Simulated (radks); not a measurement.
Results of a calculation; reference values are marked as such.
The palladium ion Pd2+ inside a hard spherical wall (all orbitals vanish at R), configuration held at [Kr] 4d8 and not refilled when levels cross. Level of theory: scalar-relativistic Kohn-Sham, r2SCAN, spin-polarised, spherical densities, finite nucleus; open shells are filled with parallel spins first (spin-orbit coupling, left out, can overturn this in heavy ions); meta-GGA in the generalised Kohn-Sham scheme; Fermi nuclear charge, rms radius 4.5318 fm (a radial shooting solver on a logarithmic mesh with Libxc functionals). Eigenvalues in eV for spin up, with the zero of energy where the potential of the charges vanishes at infinity; a dash marks a level that is unbound or too diffuse for the functional's potential to be trusted. A positive occupied level is held by the wall or, in an anion where self-interaction has pushed it up, behind a barrier. The pressure on the wall is -dE/dV.

| R (bohr) | E (hartree) | kinetic (hartree) | e(3d) | e(4s) | e(4p) | e(4d) | e(5s, empty) | e(5p, empty) | pressure (GPa) |
|---|---|---|---|---|---|---|---|---|---|
| free | -5045.42891 | 5233.511 | -354.29 | -113.83 | -78.655 | -28.353 | -19.895 | -13.423 | 0 |
| 12 | -5045.42891 | 5233.511 | -354.29 | -113.83 | -78.655 | -28.353 | -19.895 | -13.422 | < 0.0001 |
| 10 | -5045.42891 | 5233.511 | -354.29 | -113.83 | -78.655 | -28.353 | -19.895 | -13.421 | < 0.0001 |
| 8 | -5045.42890 | 5233.512 | -354.29 | -113.83 | -78.655 | -28.353 | -19.893 | -13.395 | 0.000192 |
| 6 | -5045.42860 | 5233.516 | -354.27 | -113.81 | -78.638 | -28.338 | -19.796 | -12.996 | 0.0481 |
| 4 | -5045.39309 | 5233.805 | -353.22 | -112.91 | -77.779 | -27.504 | -16.854 | -7.598 | 12.2 |
| 3 | -5045.05124 | 5235.846 | -347.94 | -108.77 | -73.832 | -23.215 | -3.950 | 10.104 | 237 |
| 2.5 | -5044.10910 | 5240.740 | -338.84 | -102.25 | -67.418 | -15.541 | 18.675 | 37.731 | 1280 |
| 2 | -5040.18889 | 5258.875 | -314.79 | -85.668 | -49.966 | 6.051 | 81.569 | 108.51 | 8940 |
